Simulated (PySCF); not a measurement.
## Spin-orbit coupling and the fourth ionisation energy along the 5p block

Two-component X2C-1e calculated with PySCF 2.14: MP2 on generalised Hartree-Fock spinors (GMP2), with spin-orbit coupling off and on (screened by Boettger's factors); no Breit or QED terms. Values in eV; the references (NIST) lie between the lowest levels. Elements whose determinants are no pure J levels are left out.

```json
{"element": "In (x2c-TZVPall-2c, [Ar] 3d10 frozen)", "configurations": "[Kr] 4d10 → [Kr] 4d9", "spin-free": "55.893", "with spin-orbit": "55.519", "shift": "-0.375", "reference": "55.45 ± 0.04"}
{"element": "Sn (x2c-TZVPall-2c, [Ar] 3d10 frozen)", "configurations": "[Kr] 4d10 5s1 → [Kr] 4d10", "spin-free": "40.608", "with spin-orbit": "40.611", "shift": "0.003", "reference": "40.74 ± 0.04"}
{"element": "Sb (x2c-TZVPall-2c, [Ar] 3d10 frozen)", "configurations": "[Kr] 4d10 5s2 → [Kr] 4d10 5s1", "spin-free": "43.586", "with spin-orbit": "43.589", "shift": "0.003", "reference": "43.804 ± 0.025"}
{"element": "Te (x2c-TZVPall-2c, [Ar] 3d10 frozen)", "configurations": "[Kr] 4d10 5s2 5p1 → [Kr] 4d10 5s2", "spin-free": "36.562", "with spin-orbit": "37.371", "shift": "0.810", "reference": "37.416"}
```

The largest shift is at Te, 0.810 eV, where spin-orbit coupling lowers the species with more electrons by more than the one with fewer (starting occupations 5p1/2^1 and closed).

What remains against the references is mostly the basis and correlation beyond MP2.
